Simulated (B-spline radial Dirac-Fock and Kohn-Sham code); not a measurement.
# Two-hole binding energies of Te¹²⁺

System: tellurium as Te¹²⁺, configuration 1s2 2s2 2p6 3s2 3p6 3d10 4s2 4p6 4d4.

Calculated with a radial finite-basis atomic code, using Dirac-Fock ΔSCF + Breit + QED. U is the two-hole binding energy less the two single-hole energies, the effective repulsion of the holes after relaxation. Each two-hole energy is an average over J within one jj subconfiguration.

```tsv
holes	E(a) (eV)	E(b) (eV)	E(ab) (eV)	U (eV)
1s⁻¹ 2p3/2⁻¹	32084.3	4614.1	36933.8	235.5
1s⁻¹ 3p3/2⁻¹	32084.3	1084.1	33250.8	82.4
1s⁻¹ 3d3/2⁻¹	32084.3	845.8	33008.1	78.1
1s⁻¹ 3d5/2⁻¹	32084.3	835.3	32996.5	76.9
2s⁻¹ 2p1/2⁻¹	5217.2	4885.0	10247.8	145.6
2p1/2⁻²	4885.0	4885.0	9958.7	188.6
2p1/2⁻¹ 2p3/2⁻¹	4885.0	4614.1	9669.5	170.4
2s⁻¹ 3d5/2⁻¹	5217.2	835.3	?	?
2p1/2⁻¹ 3d3/2⁻¹	4885.0	845.8	5807.2	76.4
2p1/2⁻¹ 3d5/2⁻¹	4885.0	835.3	5798.9	78.6
2p3/2⁻¹ 3d5/2⁻¹	4614.1	835.3	5525.8	76.4
3p1/2⁻¹ 3p3/2⁻¹	1136.2	1084.1	2277.9	57.6
3p3/2⁻²	1084.1	1084.1	2226.3	58.0
3d3/2⁻¹ 3d5/2⁻¹	845.8	835.3	1745.1	64.1
```

Problem. Give the missing two-hole energy and U.

Solution. E(ab) = 6129.5 eV and U = 77.0 eV.
